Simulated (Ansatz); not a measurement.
`C=[N][AlH][CH2]C`, charge 0, multiplicity 1.

Question: Give a relaxed structure at PBE0-D4/def2-TZVP (the Gaussian-basis code of Ansatz). (An estimate is asked.)

Answer: Computed: 
Cartesian coordinates in Å:
```
C 1.185 -2.599 1.575
N 0.440 -1.784 1.005
Al -0.600 -0.629 0.194
C 0.207 0.977 -0.584
C -0.780 2.025 -1.099
H 1.671 -3.432 1.041
H 1.409 -2.546 2.652
H -2.143 -0.989 0.153
H 0.871 0.654 -1.396
H 0.877 1.417 0.164
H -1.424 2.403 -0.300
H -0.271 2.888 -1.538
H -1.442 1.616 -1.867
```
This is one stationary point; other conformers may exist.
